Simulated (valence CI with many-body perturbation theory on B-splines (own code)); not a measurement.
# E1 line list for K6+

Calculated by relativistic CI+MBPT: three valence electrons over a frozen Dirac-Fock core [Ne], radial functions for each j: 11 s, 11 p, 10 d, 8 f, 5 g, 2 h, with the one-electron correlation potential Σ1 (screened to all orders), the two-electron term Σ2, the three-electron term Σ3, Breit, model QED; selected single and double excitations, second order for the rest, scaled by the run's own slope (own B-spline code, finite nucleus).

Against 69 measured levels this calculation errs by 138 cm⁻¹ on average and by 367 at most. These come from a selection out of Sansonetti, J. Phys. Chem. Ref. Data 37, 7 (2008). Levels without a partner in it may be off by more.

Lines 1 to 50 of 572 in falling wavelength, among levels below 762870 cm⁻¹, chosen from the strongest by gf and those to the six lowest levels. Wavelengths and rates use the calculated energies, so an error of 100 cm⁻¹ moves a line at 2644 Å by 0.26 % and its rate by three times that or more. Electric multipoles are in the length gauge, E1 and E2 with the static RPA response of the core. Weak lines are less certain than strong ones. Lines between different terms over intervals too small for the method are left out, as are lines whose strength nearly cancels. Where a level lies close to another of its J and parity, the split of strength between their lines is uncertain. The highest levels of a list are the least certain.

Names give the largest LS component (configuration and term), which can be under half, so a name can repeat, a term be missing and a line seem to break the LS rules; names also repeat where a configuration has a term twice. Letters in brackets count levels of one name in rising energy.

| λ vac (Å) | Upper | Lower | A (s⁻¹) | S (a.u.) |
| --- | --- | --- | --- | --- |
| 6730 | 3p3d² ²F°_5/2 | 3s²5d ²D_3/2 | 1.66e+07 | 1.50e+01 |
| 6525 | 3s²5f ²F°_7/2 | 3s²5d ²D_5/2 | 4.28e+07 | 4.69e+01 |
| 6216 | 3s²5f ²F°_5/2 | 3s²5d ²D_3/2 | 3.43e+07 | 2.44e+01 |
| 5903 | 3p3d² ²F°_7/2 | 3s²5d ²D_5/2 | 1.16e+07 | 9.39e+00 |
| 3728 | 3s²5p ²P°_1/2 | 3s²5s ²S_1/2 | 1.66e+08 | 8.49e+00 |
| 3666 | 3s²5p ²P°_3/2 | 3s²5s ²S_1/2 | 1.75e+08 | 1.70e+01 |
| 3331 | 3s3p4f ⁴F_9/2 | 3s3p4d ⁴F°_7/2 | 1.81e+07 | 3.30e+00 |
| 3284 | 3s3p4f ⁴F_7/2 | 3s3p4d ⁴F°_5/2 | 2.83e+07 | 3.96e+00 |
| 3238 | 3s3p4f ⁴F_5/2 | 3s3p4d ⁴F°_3/2 | 4.48e+07 | 4.50e+00 |
| 3202 | 3s3p4f ⁴G_9/2 | 3s3p4d ⁴F°_9/2 | 2.00e+07 | 3.24e+00 |
| 3175 | 3s3p4f ⁴G_7/2 | 3s3p4d ⁴F°_7/2 | 2.83e+07 | 3.57e+00 |
| 3161 | 3s3p4f ⁴G_5/2 | 3s3p4d ⁴F°_5/2 | 3.03e+07 | 2.84e+00 |
| 3150 | 3s3p4f ⁴G_11/2 | 3s3p4d ⁴F°_9/2 | 1.31e+08 | 2.42e+01 |
| 3105 | 3s3p4f ⁴G_5/2 | 3s3p4d ⁴F°_3/2 | 5.26e+07 | 4.66e+00 |
| 3091 | 3s3p4f ⁴G_9/2 | 3s3p4d ⁴F°_7/2 | 9.83e+07 | 1.43e+01 |
| 3086 | 3s3p4f ⁴G_7/2 | 3s3p4d ⁴F°_5/2 | 7.24e+07 | 8.40e+00 |
| 2951 | 3s3p4f ⁴D_5/2 | 3s3p4d ⁴P°_3/2 | 9.35e+07 | 7.12e+00 |
| 2948 | 3s3p4f ⁴D_3/2 | 3s3p4d ⁴P°_1/2 | 5.70e+07 | 2.88e+00 |
| 2946 | 3s3p4f ⁴D_7/2 | 3s3p4d ⁴P°_5/2 | 1.32e+08 | 1.34e+01 |
| 2919 | 3s3p4f ⁴D_1/2 | 3s3p4d ⁴P°_1/2 | 1.24e+08 | 3.05e+00 |
| 2904 | 3s3p4f ⁴D_3/2 | 3s3p4d ⁴P°_3/2 | 8.26e+07 | 3.99e+00 |
| 2886 | 3s3p4f ⁴D_5/2 | 3s3p4d ⁴P°_5/2 | 5.03e+07 | 3.58e+00 |
| 2802 | 3s²5d ²D_3/2 | 3s²5p ²P°_3/2 | 9.37e+07 | 4.07e+00 |
| 2798 | 3s²5d ²D_5/2 | 3s²5p ²P°_3/2 | 5.64e+08 | 3.66e+01 |
| 2790 | 3s3p4f ⁴F_9/2 | 3s3p4d ⁴D°_7/2 | 1.26e+08 | 1.35e+01 |
| 2781 | 3s3p4f ⁴F_5/2 | 3s3p4d ²D°_3/2 [a] | 4.96e+07 | 3.16e+00 |
| 2775 | 3s3p4f ⁴F_7/2 | 3s3p4d ⁴D°_5/2 | 9.57e+07 | 8.07e+00 |
| 2769 | 3s3p4f ⁴F_5/2 | 3s3p4d ⁴D°_3/2 | 4.54e+07 | 2.85e+00 |
| 2766 | 3s²5d ²D_3/2 | 3s²5p ²P°_1/2 | 4.85e+08 | 2.03e+01 |
| 2727 | 3s3p4f ⁴F_3/2 | 3s3p4d ⁴D°_1/2 | 1.25e+08 | 5.01e+00 |
| 2671 | 3s3p4f ⁴G_5/2 | 3s3p4d ⁴D°_3/2 | 6.25e+07 | 3.53e+00 |
| 2649 | 3s3p4p ²P_3/2 [a] | 3s3p4s ²P°_3/2 [a] | 7.42e+07 | 2.72e+00 |
| 2644 | 3s²4f ²F°_7/2 | 3s²4d ²D_5/2 | 1.96e+08 | 1.43e+01 |
| 2636 | 3s²4f ²F°_5/2 | 3s²4d ²D_3/2 | 1.40e+08 | 7.58e+00 |
| 2632 | 3s3p4f ⁴G_7/2 | 3s3p4d ⁴D°_5/2 | 4.36e+07 | 3.14e+00 |
| 2513 | 3s3p4f ²D_5/2 | 3s3p4d ²P°_3/2 | 2.08e+08 | 9.76e+00 |
| 2504 | 3s3p4f ²D_3/2 | 3s3p4d ²P°_1/2 | 1.90e+08 | 5.88e+00 |
| 2490 | 3s3p4f ²F_7/2 | 3s3p4d ²D°_5/2 [a] | 1.79e+08 | 1.09e+01 |
| 2460 | 3s3p4f ²F_5/2 | 3s3p4d ²D°_3/2 [a] | 1.41e+08 | 6.23e+00 |
| 2451 | 3s3p4f ²F_5/2 | 3s3p4d ⁴D°_3/2 | 5.45e+07 | 2.38e+00 |
| 2377 | 3s3p4f ²G_7/2 | 3s3p4d ²F°_5/2 [a] | 2.91e+08 | 1.54e+01 |
| 2369 | 3s3p4f ²G_9/2 | 3s3p4d ²F°_7/2 [a] | 3.13e+08 | 2.05e+01 |
| 2302 | 3s3p4f ⁴D_7/2 | 3s3p4d ⁴D°_7/2 | 4.97e+07 | 2.39e+00 |
| 2264 | 3s²5f ²F°_7/2 | 3s3p4p ²D_5/2 [b] | 6.77e+07 | 3.10e+00 |
| 2200 | 3s²5f ²F°_5/2 | 3s3p4p ²D_3/2 [b] | 6.47e+07 | 2.04e+00 |
| 1903 | 3s3p4p ⁴D_5/2 | 3s3p4s ⁴P°_5/2 | 1.07e+08 | 2.17e+00 |
| 1873 | 3s3p4p ²D_3/2 [b] | 3s3p4s ²P°_1/2 [b] | 3.49e+08 | 4.52e+00 |
| 1861 | 3s3p4p ²D_5/2 [b] | 3s3p4s ²P°_3/2 [b] | 4.58e+08 | 8.75e+00 |
| 1840 | 3s3p4p ⁴D_7/2 | 3s3p4s ⁴P°_5/2 | 5.02e+08 | 1.24e+01 |
| 1836 | 3s3p4p ⁴D_1/2 | 3s3p4s ⁴P°_1/2 | 2.64e+08 | 1.62e+00 |
